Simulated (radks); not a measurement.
Results of a calculation; reference values are marked as such.
All-electron atom: Ca+ in [Ne] 3s1.75 3p6 4s1 5s0.25 (fractional occupations, a model configuration). Code: a radial shooting solver on a logarithmic mesh with Libxc functionals. Model: scalar-relativistic Kohn-Sham, r2SCAN, spin-polarised, spherical densities, finite nucleus; open shells are filled with parallel spins first; meta-GGA in the generalised Kohn-Sham scheme; Fermi nuclear charge, rms radius 3.4776 fm.

Normalised radial functions P(r) = r R(r), r in bohr:

r,3p up,3p down,5s up
0.006045,0.0031,0.0031,0.0133
0.008127,0.0055,0.0055,0.0171
0.01084,0.0094,0.0094,0.0215
0.01457,0.0162,0.0162,0.0266
0.01944,0.0273,0.0273,0.0318
0.02613,0.0460,0.0459,0.0365
0.03513,0.0757,0.0755,0.0393
0.04686,0.1197,0.1193,0.0382
0.063,0.1842,0.1836,0.0305
0.08471,0.2688,0.2680,0.0141
0.113,0.3630,0.3619,-0.0107
0.1519,0.4483,0.4469,-0.0410
0.2042,0.4780,0.4764,-0.0653
0.2724,0.3978,0.3964,-0.0677
0.3662,0.1608,0.1600,-0.0353
0.4884,-0.2054,-0.2049,0.0271
0.6567,-0.6253,-0.6233,0.0948
0.8829,-0.9162,-0.9137,0.1165
1.178,-0.9385,-0.9384,0.0580
1.583,-0.7100,-0.7133,-0.0662
2.129,-0.3913,-0.3932,-0.1824
2.839,-0.1555,-0.1544,-0.1999
3.817,-0.0434,-0.0369,-0.0624
5.132,-0.0067,-0.0044,0.1845
6.844,-0.0005,-0.0003,0.3964
9.202,0.0000,0.0000,0.3892
12.27,0.0000,0.0000,0.2023
16.5,0.0000,0.0000,0.0496
22.19,0.0000,0.0000,0.0052

3p up: eigenvalue -38.787 eV, 1 radial node at r = 0.420 bohr, <r> = 1.25 bohr, 90 % of the charge inside 1.92 bohr. 3p down: eigenvalue -38.225 eV, 1 radial node at r = 0.420 bohr, <r> = 1.25 bohr, 90 % of the charge inside 1.92 bohr. 5s up: eigenvalue -3.538 eV, 4 radial nodes at r = 0.101, 0.436, 1.37, 4.13 bohr, <r> = 8.33 bohr, 90 % of the charge inside 11.6 bohr.

Empty levels of this run are not shown, since the potential may be unsettled where no density lies.
